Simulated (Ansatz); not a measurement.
O₂Si, charge -1, doublet, geometry from GFN2-xTB (a state made from the parent by changing its charge; the spin is typed, not shown lowest) (a gas-phase anion, which may not be bound at this level); MP2/pcseg-1 in Ansatz (an electronic-structure program).

Here is a job for Ansatz.
Ansatz 0.2 input:
```yaml
crystal:
  periodic: [false, false, false]
  atoms:
    - {symbol: O, position_ang: [-1.38660487, 0.36377234, -0.18425808]}
    - {symbol: Si, position_ang: [-0.02557603, -0.27268081, 0.19968976]}
    - {symbol: O, position_ang: [1.43136292, 0.11341908, -0.16519900]}
basis:
  gaussian:
    orbitals: pcseg-1.json
    fitting: {mean_field: cc-pVTZ-JKFIT, correlation: cc-pVTZ-RIFIT}
total_charge: -1
magnetization: {spin_polarized: true, initial_magnetization: 1}
correlation: {method: mp2}
```
The basis file holds pcseg-1 in the JSON format of the Basis Set Exchange.

Output, abridged:

```
Functional definition: HF
279 factors; integrals over basis functions are off by at most 2.1e-1 eV
284 factors; integrals over basis functions are off by at most 1.6e-1 eV
mean field evaluation 1: about -11933.7995 eV, gradient 1.8e1 eV
mean field evaluation 2: about -11934.8150 eV, gradient 1.3e1 eV
mean field evaluation 4: about -11935.5072 eV, gradient 7.6e-1 eV
mean field evaluation 8: about -11935.5235 eV, gradient 2.3e-6 eV
mean field -11935.52346909 eV, -438.6223973008 hartree, gradient 2.3e-6 eV, S^2 0.763067; 0 other end points of the search recorded, 0 dependent functions left out
7 core orbitals not correlated
reference -11935.52346909 eV, -438.6223973008 hartree; 9, 8 occupied and 30, 31 virtual orbitals, 284 factors
second order -12.56210252 eV of doubles, -0.00000000 eV of singles
Total energy: -11948.08557161 eV, -439.0840460534 hartree
```
